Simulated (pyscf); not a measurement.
**`[CH3][CH+][Br]`, singlet**

Gas-phase minimum from PySCF at ωB97X-D3(BJ)/def2-SVP, one conformer. 

```
C
H 1 1.0965
H 1 1.1113 2 111.84
H 1 1.1113 2 111.83 3 -114.82
C 1 1.4475 2 115.11 4 -122.59
H 5 1.1020 1 119.87 2 -179.99
Br 5 1.7669 6 115.29 1 179.99
```
Charge +1, spin multiplicity 1.

Properties at ωB97X-D3(BJ)/def2-SVP:

```yaml
harmonic_wavenumbers_unscaled: 112, 353, 745, 758, 997, 1003, 1199, 1290, 1344, 1391, 1480, 3010, 3071, 3190, 3226 cm⁻¹
zero_point_energy: 33.1 kcal/mol
rotational_symmetry_number: 1
Entropy of this conformer at 298 K and 1 atm, rigid rotor and harmonic oscillator, modes under 100 cm⁻¹ raised to 100: 287.8 J/(mol K)
dipole_moment: depends on origin
```

Single-point totals, which compare only within one level (frozen core for MP2 and CC):

```tsv
level	total energy (hartree)
ωB97X-D3(BJ)/def2-TZVP	-2652.41515
PBE/def2-TZVP	-2651.96892
r²SCAN/def2-TZVP	-2652.39615
B3LYP-D3(BJ)/def2-TZVP	-2652.50122
PBE0-D3(BJ)/def2-TZVP	-2652.06793
M06-2X/def2-TZVP	-2652.45033
ωB97M-D3(BJ)/def2-TZVP	-2652.48129
HF/def2-TZVPP	-2650.18808
MP2/def2-TZVPP	-2650.78161
CCSD/def2-TZVPP	-2650.80879
CCSD(T)/def2-TZVPP	-2650.83429
```

Soft torsions are taken as harmonic, which can shift the entropy by several J/(mol K). The CCSD(T) − MP2 part came from Ansatz, without density fitting, on the same reference. The frozen core leaves the outer d or s,p core shells of the metals and heavy elements correlated in the MP2 and CC values, and def2-TZVPP describes them poorly, so these totals are far from the basis limit. Elements up to Kr have no core potential and no relativistic terms here.
